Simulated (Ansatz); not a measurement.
Basis-set extrapolation for `BOC(C)[SiH3]` (PBE0-D4/def2-TZVP geometry, frozen core, Ansatz). Multiplicity 1, RHF reference.

```
                      def2-TZVPP   def2-QZVPP
                 HF  -469.557604  -469.575515
    MP2 correlation    -0.817037    -0.873544
CCSD(T) correlation    -0.907297      not run
```

Energies in hartree. Use E(X) = E(∞) + A·exp(−7.88·√X) for Hartree–Fock and E(X) = E(∞) + B·X^(−2.97) for correlation, with X = 3 and 4, and add CCSD(T) minus MP2 of the smaller set to the MP2 limit.

Problem. What is the CCSD(T) energy at the basis-set limit?

Solution. HF limit: -469.575515 + (-0.017911) × 0.13774 = -469.57798. MP2 limit: -0.873544 + (-0.056507) × 0.74074 = -0.91540. Higher-order term: -0.907297 − (-0.817037) = -0.09026. Total: -470.58364 hartree, 3.23 eV below CCSD(T)/def2-TZVPP.
